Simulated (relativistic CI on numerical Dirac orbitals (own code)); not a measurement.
**Co XI: sensitivity of the levels to the model**

Base calculation: Dirac-Coulomb-Breit CI, orbitals from a KLI potential per configuration, a model potential for QED, unscaled Slater integrals.

Configurations in the expansion (outside the closed core [Ne]): 3s2 3p5, 3s 3p6, 3s2 3p4 3d, 3s 3p5 3d, 3p6 3d, 3s 3p4 3d2, 3s2 3p4 4s, 3s2 3p4 4p, 3s2 3p3 3d 4p, 3p6 4s, 3p6 4p, 3s2 3p4 4d, 3s 3p4 3d 4s, 3s 3p5 4s, 3s2 3p4 4f, 3s 3p5 4p, 3s2 3p4 5s, 3s 3p5 4d, 3s2 3p4 5p, 3p5 3d 4p, 3s2 3p4 5d, 3s2 3p3 4s 4p, 3s 3p5 4f, 3s2 3p4 5f, 3s2 3p4 5g, 3s2 3p4 6s, 3s2 3p4 6p, 3s 3p4 4s2, 3s 3p5 5s, 3s2 3p3 3d2, 3s2 3p2 3d3, 3s 3p3 3d3, 3s2 3p2 3d2 4s, 3s2 3p2 3d2 4p, 3s2 3p2 3d2 4d, 3p5 3d2, 3p4 3d3, 3p4 3d2 4s, 3p4 3d2 4p, 3p4 3d2 4d, 3s2 3p3 3d 4s, 3s 3p3 3d2 4s, 3s2 3p2 3d 4s2, 3s2 3p2 3d 4s 4p, 3s2 3p2 3d 4s 4d, 3p5 3d 4s, 3p4 3d 4s2, 3p4 3d 4s 4p, 3p4 3d 4s 4d, 3s2 3p3 4s2, 3s 3p3 3d 4s2, 3s2 3p2 4s2 4p, 3s2 3p2 4s2 4d, 3s2 3p3 4p2, 3s2 3p2 3d 4p2, 3s 3p3 3d 4p2, 3s2 3p2 4s 4p2, 3s2 3p2 4p3, 3s2 3p2 4p2 4d. Double excitations out of closed p, d and f shells are left out; levels of such configurations are missing from the list, as are those of other unlisted configurations, and high levels can miss mixing partners. These lack a partner that the ground configuration has and come out too high: 3s2 3p4 4f, 3s 3p5 4p, 3s2 3p4 5s, 3s 3p5 4d, 3s2 3p4 5p.

The lowest level and the first level of each name with at least 55 % of one term (blank where a level has no safe partner in the second run):

```tsv
Level	Base (cm⁻¹)	Shift (cm⁻¹)
3s2 3p5 2P°_3/2	0	0
3s2 3p5 2P°_1/2	19293	+1
3s 3p6 2S_1/2	312429	+1003
3s2 3p4 3d 4D_5/2	420602	+923
3s2 3p4 3d 4D_7/2	420742	+923
3s2 3p4 3d 4D_3/2	422113	+923
3s2 3p4 3d 4D_1/2	424100	+923
3s2 3p4 3d 4F_9/2	454304	+921
3s2 3p4 3d 2P_1/2	457346	+926
3s2 3p4 3d 4F_7/2	460539	+921
3s2 3p4 3d 4F_5/2	465358	+921
3s2 3p4 3d 4F_3/2	466748	+924
3s2 3p4 3d 2P_3/2	467300	+925
3s2 3p4 3d 2D_3/2	473281	+925
```

At this charge energies of transitions that change n are usually good to better than 1 %, and those within a shell (Δn = 0) to a few per cent.

Task: One thing was changed in a second run, which moved the levels as shown. Which?
A. P86 correlation estimate
B. non-relativistic limit
C. QED terms removed
D. configuration mixing switched off
E. Breit term removed

Result: A. P86 correlation estimate. A correlation estimate moves all levels of a configuration together before mixing; mixed levels move by a weighted share.

LS names give the leading component of a level, which can be under half, so a name can repeat, a term be missing and a line seem to break the LS rules.
